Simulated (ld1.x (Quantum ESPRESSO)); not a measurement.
**Before and after: ultrasoft potential for Zn (Z = 30)**

zinc (Zn), ultrasoft, made with ld1.x (Quantum ESPRESSO) 7.5 (PBE, scalar-relativistic). Core [Ar], reference 3d10 4s2 4p0. Waves: 4s (bound): rcut 1.65, rcutus 1.95 bohr; 4s channel at 0.2 Ry: rcut 1.65, rcutus 1.95 bohr; 4p (bound, empty): rcut 2.60, rcutus 3.15 bohr; 4p channel at 0.2 Ry: rcut 2.60, rcutus 3.15 bohr; 3d (bound): rcut 1.10, rcutus 1.20 bohr; 3d channel at -0.15 Ry: rcut 1.10, rcutus 1.20 bohr; 4f channel at 0.05 Ry: rcut 2.50, rcutus 2.90 bohr; 4f channel at 2.75 Ry: rcut 2.50, rcutus 2.90 bohr. Local part: all-electron potential smoothed inside 2.20 bohr (lloc = -1). Core correction: Bessel-smoothed model core, default radius (core density twice the valence density). Augmentation charge: PSQ, inside the norm-conserving radii.

All-electron outer shells of the reference configuration (PBE, scalar-relativistic, ld1.x):

| shell | level (eV) | outermost node (bohr) | outermost maximum (bohr) |
| --- | --- | --- | --- |
| 3s | -129.23 | 0.28 | 0.59 |
| 3p | -83.40 | 0.25 | 0.59 |
| 3d | -10.14 | – | 0.57 |
| 4s | -5.98 | 0.85 | 2.09 |
| 4p | -1.12 | 0.92 | 3.08 |

Change: waves 3d (bound): rcut 1.10, rcutus 1.64 bohr; 3d channel at -0.15 Ry: rcut 1.10, rcutus 1.64 bohr.

Cutoffs: the cutoffs (Ry, on a coarse ladder) from which the occupation-weighted sum of valence levels, in a spherical-Bessel basis at the reference potential, stays within 10 and 1 mRy of its value at 400 Ry; they do not see the model core or the augmentation charge, which bear on the density cutoff. Errors are all-electron minus pseudo energies relative to the spin-unpolarised reference configuration.

Question: Predict the effect on cutoff, ghosts and configuration errors.

Answer: The potential gets softer (100 Ry and 160 Ry → 40 Ry and 70 Ry); of the 7 tests that both files solve, the error grows in 4 and shrinks in 1 by more than 15 % and 0.3 meV (median size 30.7 → 29.8 meV); neither file shows a bound ghost. A larger radius leaves more room for a smooth pseudo-wave, so fewer plane waves are needed.

```csv
quantity,base,changed
"cutoff, loose",100 Ry,40 Ry
"cutoff, tight",160 Ry,70 Ry
loose cutoff by channel (10 mRy a level),"s 6 Ry, d 70 Ry","s 6 Ry, d 35 Ry"
bound ghosts,none,none
"error for 3d10 4s1 4p0, meV [ΔE 9.89 eV]",-4.6,-5.3
"error for 3d10 4s0 4p0, meV [ΔE 28.33 eV]",-31,-30
"error for 3d9 4s0 4p0, meV [ΔE 68.86 eV]",-299,-163
"error for 3d9 4s2 4p0, meV [ΔE 17.90 eV]",-145,-166
"error for 3d10 4s0 4p2, meV [ΔE 10.56 eV]",+2.5,+5.2
"error for 3d9 4s2 4p1, meV [ΔE 12.24 eV]",-179,-219
"error for 3d10 4s1.5 4p0, meV [ΔE 3.94 eV]",-1.0,-1.3
s: phases at 3.38 bohr within 0.05 rad from the reference energy up to (Ry; the scan ends near 5),to the end of the scan,to the end of the scan
p: phases at 3.38 bohr within 0.05 rad from the reference energy up to (Ry; the scan ends near 5),2.1,2.1
d: phases at 3.38 bohr within 0.05 rad from the reference energy up to (Ry; the scan ends near 5),3.7,3.7
f: phases at 3.38 bohr within 0.05 rad from the reference energy up to (Ry; the scan ends near 5),4.6,4.6
lowest overlap eigenvalue by channel,"s 0.42, p 0.79, d 1.00, f 0.92","s 0.42, p 0.79, d 1.00, f 0.92"
```
